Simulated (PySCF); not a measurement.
ClI₂: bend–stretch map

Method: UPBE0/[Cl def2-SVP, I def2-SVP with ECP28], scalar-relativistic core potentials, density fitting, no spin–orbit coupling, PySCF.

Rigid scan from the doublet minimum (Cl–I 2.455 Å, Cl–I 2.733 Å; I–Cl–I 145.6°). Coordinate: rows scale both bonds, columns set the I–Cl–I angle. Energies in kJ/mol from the minimum.

```csv
scale \ angle,90,105,120,135,150,165,180
0.94,82.7,54.6,36.9,25.4,22.9,31.1,?
0.97,?,32.3,17.2,7.3,?,12.5,27.9
1.00,41.5,23.1,10.2,1.8,0.4,6.6,20.1
1.03,38.5,23.4,12.5,5.5,4.4,?,?
1.06,43.2,30.7,21.5,15.6,14.9,19.5,28.4
1.10,57.6,47.7,40.4,35.9,35.4,39.0,45.2
```

Question: Fill in the five missing cells, row by row.

Answer: 47.0, 55.0, 5.3, 9.8, 21.0.

The bond scale of lowest energy on the grid is 1.03 at 90°, 1.00 at 105°, 1.00 at 120°, 1.00 at 135°, 1.00 at 150°, 1.00 at 165°, 1.00 at 180°.

With an element this heavy the missing spin–orbit coupling can shift these numbers.

Other isomers or separated fragments may lie lower.

The scan took 88 s on 2 threads of a shared Arm Neoverse V2 host; the process peaked at 0.66 GiB.
